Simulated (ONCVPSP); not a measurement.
**Before and after: ONCV potential for copper (Cu)**

copper, optimised norm-conserving Vanderbilt (ONCV), made with ONCVPSP 4.0.1 (LDA (Perdew-Wang 92), scalar-relativistic). Core [Ar], reference 3d10 4s1. Waves: 4s: rc 1.85 bohr, ncon 4, nbas 8, qcut 3.7 1/bohr, 3 projectors, debl 3.2 Ha; p scattering state at 0.03 Ha: rc 1.70 bohr, ncon 3, nbas 7, qcut 5.6 1/bohr, 1 projector; 3d: rc 1.55 bohr, ncon 4, nbas 8, qcut 8.5 1/bohr, 1 projector. Local part: polynomial inside 1.20 bohr (lpopt 4, dvloc0 2 Ha). Core correction: none.

Change: s: rc 2.52.

Cutoffs: the cutoffs (Ha) at which the residual kinetic energy of the hardest occupied pseudo-wave falls to 1 and 0.1 mHa per electron; they do not see the model core or the augmentation charge, which bear on the density cutoff. Errors are all-electron minus pseudo energies relative to the spin-unpolarised reference configuration.

Q: What does the change do?

A: The potential gets neither clearly harder nor softer (35 Ha and 91 Ha → 35 Ha and 91 Ha); the d channel sets the loose cutoff, while the largest relative change is in s, which becomes softer; of the 3 tests that both files solve, the error grows in 2 and shrinks in 1 by more than 15 % and 0.3 meV (median size 8.9 → 30.7 meV); neither file shows a bound ghost.

| quantity | base | changed |
| --- | --- | --- |
| cutoff, loose | 35 Ha | 35 Ha |
| cutoff, tight | 91 Ha | 91 Ha |
| loose cutoff by channel | s 5.4 Ha, d 35 Ha | s 4.6 Ha, d 35 Ha |
| bound ghosts | none | none |
| GHOST(+) flags under 300 eV | s at 203.1 eV | s at 188.2 eV |
| tests with a reliable result | 3 of 4 | 3 of 4 |
| error for 3d10 4s0, meV [ΔE 8.43 eV] | +2.5 | +4.0 |
| error for 3d9 4s0, meV [ΔE 30.12 eV] | -8.9 | -31 |
| error for 3d9 4s1, meV [ΔE 11.90 eV] | -41 | -31 |
| p: phases at 1.73 bohr within 0.05 rad from the reference energy up to (Ha; the scan ends near 5) | 0.5 | 0.5 |
| d: phases at 1.57 bohr within 0.05 rad from the reference energy up to (Ha; the scan ends near 5) | 0.8 | 0.8 |
